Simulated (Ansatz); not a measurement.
Gas-phase electronic energies from Ansatz, PBE0-D4/def2-TZVP geometries. CBS: MP2 limit from def2 TZ/QZ plus the TZ coupled-cluster correction, frozen cores. This one scheme is used for every species. DFT in def2-TZVPP. B3LYP here is the variant with VWN-RPA as its local correlation; programs differ in this. HSE06 is defined as in plane-wave codes. For Se outer-core shells are correlated without core-valence functions, which leaves a few kJ/mol of doubt a bond. Scalar relativity is left out up to krypton. One conformer a species, not always the lowest.

Consider the ligand exchange at the Si–S bond: `S[SiH2]S` + H₂Se → `S[SiH2][SeH]` + H₂S.

```csv
level,ΔE (kJ/mol),difference from CCSD(T)/CBS
LDA (SPW92),-2.5,3.3
PBE-D4,-4.0,1.8
revPBE-D4,-3.4,2.4
BLYP-D4,-3.5,2.3
PBE0-D4,-4.4,1.4
B3LYP-D4,-3.9,1.9
r2SCAN0-D4,-3.9,1.9
HSE06-D4,-4.6,1.2
BHLYP-D4,-4.9,0.9
CAM-B3LYP-D4,-2.7,3.1
ωB97X-V,-3.0,2.8
ωB97M-V,-3.1,2.7
B2PLYP,-3.5,2.3
PBE-QIDH,-4.5,1.3
PBE,-3.5,2.3
revPBE,-3.6,2.2
BLYP,-2.6,3.2
r2SCAN,-3.0,2.8
PBE0,-3.9,1.9
B3LYP,-3.0,2.8
r2SCANh,-3.3,2.5
r2SCAN0,-3.7,2.1
HSE06,-4.0,1.8
BHLYP,-3.2,2.6
CAM-B3LYP,-2.0,3.8
LC-ωPBE,-2.6,3.2
RPA@PBE/def2-TZVPP,-4.1,1.7
HF/def2-SVP,-3.3,2.5
MP2/def2-SVP,-5.1,0.7
CCSD/def2-SVP,-3.5,2.3
CCSD(T)/def2-SVP,-3.5,2.3
HF/def2-TZVPP,-3.6,2.2
SCS-MP2/def2-TZVPP,-4.6,1.2
CCSD/def2-TZVPP,-4.4,1.4
CCSD(T)/def2-TZVPP,-4.2,1.6
HF/def2-QZVPP,-3.5,2.3
MP2/def2-QZVPP,-6.1,-0.3
SCS-MP2/def2-QZVPP,-5.1,0.7
HF/CBS(def2),-3.4,2.4
MP2/CBS(def2),-6.8,-1.0
CCSD(T)/CBS,-5.8,0
```

Largest T1 diagnostic among the species: 0.011.

Leaving LDA and LC-ωPBE aside and taking each functional with its dispersion term where it has one, the values, not all of them listed here, spread over 5.7 kJ/mol, from BHLYP-D4 to B97M-V.
